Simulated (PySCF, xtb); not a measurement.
SiHClBr2, SMILES Br[SiH](Cl)Br.

Harmonic wavenumbers (cm⁻¹) from GFN2-xTB (xtb) at its own minimum, in rising order: 98, 117, 169, 369, 462, 543, 639, 669, 2399.

Q: What does PBE-D3(BJ)/def2-SVP (PySCF) give at its own minimum? (Estimate from the structure and the level; the computed values follow.)

A: 110, 132, 190, 377, 472, 564, 742, 761, 2223. Paired by order, the mean absolute difference is 51 cm⁻¹ and the zero-point energies are 7.8 and 8.0 kcal/mol.
